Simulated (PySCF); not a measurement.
C2H8NOSi (doublet state).
Atom-mapped SMILES: `[CH2:1][N:2]([CH3:3])[SiH2:4][OH:5]` (hydrogens: H6, H7 on C1; H8, H9, H10 on C3; H11, H12 on Si4; H13 on O5)

Structure used (GFN2-xTB), in Å, numbered top down from 1:
```
atom  x, y, z in Å
C1    -0.9357   -0.2419    1.0767
N2    -0.2926    0.1184   -0.0824
C3    -1.1080    0.8200   -1.0418
Si4    1.2807   -0.4815   -0.5210
O5     2.1360   -0.8100    0.8155
H6    -0.4324   -0.9065    1.7480
H7    -1.9970   -0.1081    1.1458
H8    -1.8605    0.1569   -1.4798
H9    -0.4839    1.2096   -1.8422
H10   -1.6267    1.6505   -0.5576
H11    1.2973   -1.7946   -1.1622
H12    1.8594    0.5899   -1.3315
H13    2.1591   -0.2021    1.5504
```

The hyperfine couplings belong to this conformer and change with its torsions.

Computed with UKS B3LYP, pcH-1 on C H N O Si, non-relativistic, mean-field spin-orbit, GIAO in PySCF 2.14.0. Geometry: GFN2-xTB, one conformer, isolated molecule. Couplings are sensitive to structure, and on GFN2-xTB geometries they can be far from those on DFT ones. No stability test was run, so a lower SCF solution isn't excluded.

Principal values of hyperfine tensors in MHz (contact, dipolar and spin–orbit terms together), for some of the nuclei:

```
atom  isotope      A1      A2      A3
  C1      13C   30.87   31.54  228.64
  H6       1H  -79.63  -47.21  -15.63
  H7       1H  -75.77  -42.02  -12.04
 H11       1H   22.36   22.62   28.14
  H8       1H   19.86   20.70   29.20
 H10       1H   17.31   17.75   28.14
  N2      14N   -2.67   -2.01   30.07
 H12       1H   -6.14   -4.91    0.78
```

Task: Split each tensor into its isotropic and traceless parts, and turn a_iso into mT with g = 2.0028.

Result: a_iso = (A1 + A2 + A3)/3, Ti = Ai − a_iso; 1 mT corresponds to 28.032 MHz. The tensors hold a spin–orbit part: the run splits a_iso into a_FC + a_SO, and T includes its anisotropic share.

```json
{"atom": "C1", "a_iso (MHz)": "97.02", "a_FC": "97.08", "a_SO": "-0.07", "a_iso (mT)": "3.461", "T1": "-66.14", "T2": "-65.48", "T3": "131.62"}
{"atom": "H6", "a_iso (MHz)": "-47.49", "a_FC": "-47.50", "a_SO": "0.02", "a_iso (mT)": "-1.694", "T1": "-32.14", "T2": "0.28", "T3": "31.86"}
{"atom": "H7", "a_iso (MHz)": "-43.28", "a_FC": "-43.29", "a_SO": "0.02", "a_iso (mT)": "-1.544", "T1": "-32.49", "T2": "1.26", "T3": "31.24"}
{"atom": "H11", "a_iso (MHz)": "24.37", "a_FC": "24.37", "a_SO": "0.00", "a_iso (mT)": "0.869", "T1": "-2.01", "T2": "-1.75", "T3": "3.76"}
{"atom": "H8", "a_iso (MHz)": "23.25", "a_FC": "23.25", "a_SO": "0.00", "a_iso (mT)": "0.830", "T1": "-3.39", "T2": "-2.55", "T3": "5.94"}
{"atom": "H10", "a_iso (MHz)": "21.07", "a_FC": "21.07", "a_SO": "0.00", "a_iso (mT)": "0.752", "T1": "-3.76", "T2": "-3.32", "T3": "7.07"}
{"atom": "N2", "a_iso (MHz)": "8.46", "a_FC": "8.49", "a_SO": "-0.03", "a_iso (mT)": "0.302", "T1": "-11.13", "T2": "-10.47", "T3": "21.60"}
{"atom": "H12", "a_iso (MHz)": "-3.42", "a_FC": "-3.42", "a_SO": "0.00", "a_iso (mT)": "-0.122", "T1": "-2.71", "T2": "-1.49", "T3": "4.20"}
```

Task: What spin density at the nucleus of H6 lies behind its contact coupling (g_N = 5.58569)?

Result: a_FC = (2μ0/3) gₑ μB g_N μN ρ(0)/(2S·h) = 800.24 MHz × g_N × ρ(0)/(2S), with ρ in bohr⁻³. With a_FC = -47.50 MHz and 2S = 1, ρ(0) = -0.01063 bohr⁻³. In magnitude that is 3.3 % of the 1/π = 0.318 of a free hydrogen atom.

Task: C3 (13C, g_N = 1.40482) isn't in the table. Its spin density at the nucleus is -0.007544 bohr⁻³. What is its contact coupling?

Result: By the same relation, a_FC = -8.48 MHz. Its full tensor has the principal values -10.07, -9.16, -6.21 MHz.

Task: Which nucleus of the table has the largest anisotropic coupling, and what is its form?

Result: C1: -66.1, -65.5, 131.6 MHz, axial, in the ratio −1:−1:+2, the form that spin in one p orbital centred on that nucleus gives.

Task: In a single crystal, with the field along each principal axis of the tensor of C1 in turn, what first-order splitting does this nucleus give (isotropic g, quadrupole terms neglected)?

Result: 2 lines (I = 1/2), spaced by |A_i|/(g × 13.996): 1.10, 1.13, 8.16 mT along the axes of A1, A2 and A3.

The run took 40 s of wall time (grids of density and orbitals included) on Arm Neoverse V1, one thread, no GPU (shared host), and the process peaked at 0.84 GiB of memory.
